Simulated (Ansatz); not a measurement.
The cluster Mg7O7⁻. Charge -1, multiplicity 2. Geometry r2SCAN-D4/def2-SVP, that of the neutral singlet; atoms count from 1.

Cartesian coordinates in Å:
```
Mg -3.331 -1.660 1.109
Mg -1.145 -3.801 -0.487
Mg 3.528 -0.010 -1.648
Mg -0.443 3.821 1.232
Mg 1.948 -3.066 -1.733
Mg -3.048 1.693 1.878
Mg 2.491 3.023 -0.350
O -3.697 0.005 1.729
O -2.048 3.207 1.816
O 0.465 -4.018 -1.297
O 3.191 -1.765 -1.965
O 3.484 1.736 -1.157
O 1.211 3.986 0.505
O -2.607 -3.151 0.368
```

The highest occupied level of the charge -1 doublet lies above zero (up to 0.23 eV). By energy differences its removal costs 0.73 eV (vertical, to the charge 0 singlet, at PBE0-D4/def2-SVP); self-interaction error and the lack of diffuse functions both raise the level. The structure comes from a short search, and lower isomers may exist.

Estimate the Mulliken populations from the PBE0/def2-SVP orbitals of Ansatz.


| atom | charge (e) | spin (α − β) |
| --- | --- | --- |
| Mg1 | 0.71 | 0.16 |
| Mg2 | 0.71 | 0.16 |
| Mg3 | 0.71 | 0.16 |
| Mg4 | 0.71 | 0.16 |
| Mg5 | 0.71 | 0.16 |
| Mg6 | 0.71 | 0.16 |
| Mg7 | 0.71 | 0.16 |
| O8 | -0.86 | -0.02 |
| O9 | -0.86 | -0.02 |
| O10 | -0.85 | -0.02 |
| O11 | -0.86 | -0.02 |
| O12 | -0.86 | -0.02 |
| O13 | -0.86 | -0.02 |
| O14 | -0.86 | -0.02 |
Mulliken values and Mayer orders depend strongly on the basis.

Where does the spin sit?

Summed by element: Mg 1.11, O -0.11, of 1 unpaired in all. Largest on single atoms: Mg1 0.16, Mg3 0.16, Mg7 0.16.

And the Mayer bond orders between bonded heavy atoms (over 0.3)?

Mg1–O8 0.95 (1.81 Å); Mg1–O14 0.95 (1.81 Å); Mg2–O10 0.95 (1.82 Å); Mg2–O14 0.95 (1.81 Å); Mg3–O11 0.95 (1.82 Å); Mg3–O12 0.95 (1.81 Å); Mg4–O9 0.95 (1.82 Å); Mg4–O13 0.95 (1.81 Å); Mg5–O10 0.95 (1.82 Å); Mg5–O11 0.96 (1.81 Å); Mg6–O8 0.95 (1.81 Å); Mg6–O9 0.95 (1.82 Å); Mg7–O12 0.95 (1.81 Å); Mg7–O13 0.95 (1.82 Å).
